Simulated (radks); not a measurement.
Problem. Radial electron density D(r) = 4 pi r^2 rho(r) of an atom or ion with 17 electrons. All-electron calculation, non-relativistic Kohn-Sham, SCAN, spin-unpolarised, spherical densities, point nucleus; meta-GGA in the generalised Kohn-Sham scheme. Program: a radial shooting solver on a logarithmic mesh with Libxc functionals.

```
   r/bohr * D(r) (the largest magnitude, 52, reaches the edge; | marks zero)
 0.002422 | *
  0.00303 |  *
 0.003791 |    *
 0.004743 |      *
 0.005934 |         *
 0.007364 |             *
 0.009213 |                  *
  0.01153 |                        *
  0.01442 |                               *
   0.0179 |                                     *
  0.02239 |                                           *
  0.02801 |                                              *
  0.03505 |                                             *
  0.04384 |                                          *
  0.05441 |                                       *
  0.06808 |                                       *
  0.08517 |                                            *
   0.1066 |                                                   *
   0.1322 |                                                      *
   0.1654 |                                              *
    0.207 |                               *
    0.259 |                   *
    0.324 |                 *
   0.4021 |                    *
    0.503 |                 *
   0.6293 |         *
   0.7873 |  *
   0.9771 *
    1.222 *
    1.529 *
```

What is the nuclear charge?

Solution. Z = 36. The innermost maximum, from 1s, lies near 1/Z = 0.0278 bohr (found: 0.0303), and its height grows with Z. The density is that of the krypton ion Kr19+ in [Ne] 3s2 3p5; the configuration itself is not fixed sharply by these data, and Z only to about a unit. D(r) has 3 maxima, at r = 0.0303, 0.127, 0.415 bohr, and minima at 0.0614, 0.299 bohr, inside which lie 2.08, 10.43 electrons.
